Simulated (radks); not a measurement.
The silicon anion Si4-, [Ar], held by a Watson sphere: a shell of charge +4.49 at radius R that stands for the Madelung well of a crystal (potential energy -4.49/R inside, -4.49/r outside, in hartree with lengths in bohr). All-electron calculation, scalar-relativistic Kohn-Sham, LB94 model potential, spin-polarised, spherical densities, point nucleus. Program: a radial shooting solver on a logarithmic mesh with Libxc functionals. Response by self-consistent Sternheimer equations with the Hartree and adiabatic LDA kernel, the relativistic mass of each level held fixed and spin-orbit coupling left out. The sphere does not respond.

| R (bohr) | e(2p) (eV) | e(3s) (eV) | e(3p) (eV) | <r> 3p (bohr) | sum of <r^2> (bohr^2) | X-ray form factor at sin(theta)/lambda = 0.1 1/angstrom | alpha (bohr^3) |
|---|---|---|---|---|---|---|---|
| 1.91 | -110.83 | -24.488 | -16.822 | 2.288 | 48.46 | 15.031 | 26.40 |
| 1.92 | -110.76 | -24.424 | -16.782 | 2.294 | 48.66 | 15.021 | 26.61 |
| 2.51 | -108.58 | -20.921 | -14.435 | 2.626 | 61.87 | 14.414 | 42.95 |
| 3.16 | -107.65 | -17.933 | -12.161 | 2.986 | 77.97 | 13.798 | 72.38 |
| 3.38 | -107.38 | -17.114 | -11.487 | 3.106 | 83.68 | 13.612 | 85.97 |
| 4.27 | -106.23 | -14.586 | -9.220 | 3.585 | 108.2 | 12.992 | 167.7 |
